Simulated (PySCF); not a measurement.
**A survey of 15N NMR shifts**

Computed data (PySCF): PBE0/pcSseg-1 with gauge-including orbitals, GFN2-xTB structure. Rapidly exchanging positions averaged, relativity neglected, isolated molecule, one conformer.

Shieldings were converted by a linear fit to measured shifts: 15N: δ = -148.07 − 0.921σ (rms 6.3 ppm, 71 shifts vs CH3NO2, solution or neat liquid). Occasional misses reach two or three times the rms, and more in compound classes unlike the fitted ones.

Problem. Give the 15N shifts of `N#CC[Si@H]([SiH3])[SiH2]O[SiH3]`, `[SiH3]N([SiH3])[SiH3]`.

Solution. 
```
                       compound              environment  δ (ppm)
N#CC[Si@H]([SiH3])[SiH2]O[SiH3]         nitrile nitrogen   -121.1
          [SiH3]N([SiH3])[SiH3]  nitrogen bonded to 3 Si   -402.2
```

Problem. Order these by 15N shift, lowest first.
A. NC(=O)C1SCCS1
B. CC1=C[Si@H](N([SiH3])[SiH3])C=C1
C. C=Cc1cc2[nH]ccc2s1
D. C[C@@H]([SiH3])[Si@@H]1C[SiH2][C@@H]1C#N

Solution. B (-404.9 ppm, nitrogen bonded to 3 Si), A (-292.3 ppm, amide-type nitrogen), C (-255.7 ppm, pyrrole-type ring nitrogen), D (-125.5 ppm, nitrile nitrogen).
